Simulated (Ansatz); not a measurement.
A trace of molecular dynamics of a periodic cell of 32 atoms, LiH$_{20}$ClO$_{10}$ (contents 10 H2O + 1 Li + 1 Cl, density as packed 1.07 g/cm³ with natural masses).

All numbers below come from DFT PBE-D3(BJ), scalar-relativistic, plane waves, PAW in Ansatz. Settings: cutoff 420 eV, k mesh 1x1x1, fermi-dirac smearing 0.05 eV, no spin polarisation.

```
ensemble                      : NVE (velocity Verlet)
starting velocities drawn for : 400 K
masses                        : H 2.014 u
seed                          : 868821
```

```json
{"time (fs)": "0.0", "T (K)": "400", "potential energy less start (eV)": "0.000", "conserved less start (meV/atom)": "0.00"}
{"time (fs)": "12.0", "T (K)": "402", "potential energy less start (eV)": "0.122", "conserved less start (meV/atom)": "4.09"}
{"time (fs)": "24.0", "T (K)": "367", "potential energy less start (eV)": "0.286", "conserved less start (meV/atom)": "4.80"}
{"time (fs)": "36.0", "T (K)": "365", "potential energy less start (eV)": "0.242", "conserved less start (meV/atom)": "3.13"}
{"time (fs)": "48.0", "T (K)": "451", "potential energy less start (eV)": "0.325", "conserved less start (meV/atom)": "16.58"}
{"time (fs)": "60.0", "T (K)": "411", "potential energy less start (eV)": "0.406", "conserved less start (meV/atom)": "14.08"}
{"time (fs)": "72.0", "T (K)": "447", "potential energy less start (eV)": "0.145", "conserved less start (meV/atom)": "10.42"}
{"time (fs)": "84.0", "T (K)": "492", "potential energy less start (eV)": "0.015", "conserved less start (meV/atom)": "11.92"}
{"time (fs)": "96.0", "T (K)": "417", "potential energy less start (eV)": "0.321", "conserved less start (meV/atom)": "12.21"}
{"time (fs)": "108.0", "T (K)": "447", "potential energy less start (eV)": "0.431", "conserved less start (meV/atom)": "19.34"}
{"time (fs)": "120.0", "T (K)": "401", "potential energy less start (eV)": "0.990", "conserved less start (meV/atom)": "31.12"}
{"time (fs)": "132.0", "T (K)": "780", "potential energy less start (eV)": "1.278", "conserved less start (meV/atom)": "87.53"}
{"time (fs)": "144.0", "T (K)": "804", "potential energy less start (eV)": "2.109", "conserved less start (meV/atom)": "116.50"}
{"time (fs)": "156.0", "T (K)": "1326", "potential energy less start (eV)": "7.692", "conserved less start (meV/atom)": "356.30"}
{"time (fs)": "168.0", "T (K)": "2394", "potential energy less start (eV)": "11.990", "conserved less start (meV/atom)": "624.31"}
{"time (fs)": "180.0", "T (K)": "9854", "potential energy less start (eV)": "17.892", "conserved less start (meV/atom)": "1742.91"}
{"time (fs)": "192.0", "T (K)": "10615", "potential energy less start (eV)": "14.865", "conserved less start (meV/atom)": "1743.69"}
{"time (fs)": "204.0", "T (K)": "7948", "potential energy less start (eV)": "40.624", "conserved less start (meV/atom)": "2214.62"}
{"time (fs)": "216.0", "T (K)": "640456", "potential energy less start (eV)": "59.104", "conserved less start (meV/atom)": "81995.24"}
{"time (fs)": "228.0", "T (K)": "39642751", "potential energy less start (eV)": "1083.787", "conserved less start (meV/atom)": "4997908.23"}
{"time (fs)": "240.0", "T (K)": "94381797", "potential energy less start (eV)": "110.508", "conserved less start (meV/atom)": "11821950.77"}
{"time (fs)": "252.0", "T (K)": "96634295", "potential energy less start (eV)": "74.966", "conserved less start (meV/atom)": "12102899.29"}
{"time (fs)": "264.0", "T (K)": "99274633", "potential energy less start (eV)": "82.773", "conserved less start (meV/atom)": "12433768.07"}
{"time (fs)": "276.0", "T (K)": "99541973", "potential energy less start (eV)": "85.407", "conserved less start (meV/atom)": "12467326.86"}
{"time (fs)": "288.0", "T (K)": "99336252", "potential energy less start (eV)": "158.034", "conserved less start (meV/atom)": "12443835.95"}
{"time (fs)": "300.0", "T (K)": "103400640", "potential energy less start (eV)": "124.477", "conserved less start (meV/atom)": "12951732.49"}
{"time (fs)": "312.0", "T (K)": "243545617", "potential energy less start (eV)": "315.525", "conserved less start (meV/atom)": "30506744.23"}
{"time (fs)": "324.0", "T (K)": "245164615", "potential energy less start (eV)": "101.776", "conserved less start (meV/atom)": "30702796.53"}
```

Q: Can this run be trusted? Judge the integration.

A: The conserved energy changed by up to 3.1e+07 meV per atom, so the integration failed: the time step of 3 fs is too long for the fastest motions that this run met, and the later frames carry no physical meaning.

Run time: 52 min on 1 thread of Arm Neoverse V1, on a shared host, peak memory 0.44 GiB.
